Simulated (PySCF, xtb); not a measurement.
Si(F)(Cl)2(vinyl) (C₂H₃Cl₂FSi), SMILES C=C[Si](F)(Cl)Cl.

GFN2-xTB run with xtb 6.7.1 at its own geometry gives an orbital gap of 4.60 eV and a dipole moment of 2.16 D.

Geometry optimised at PBE0-D3(BJ)/def2-SVP. One conformer was computed; it need not be the lowest.

Problem. What does PySCF with PBE/def2-TZVP give? (Estimate from the structure and the level; the computed values follow.)

Solution. gap 5.26 eV (levels -7.48 and -2.23 eV), dipole 2.21 D.
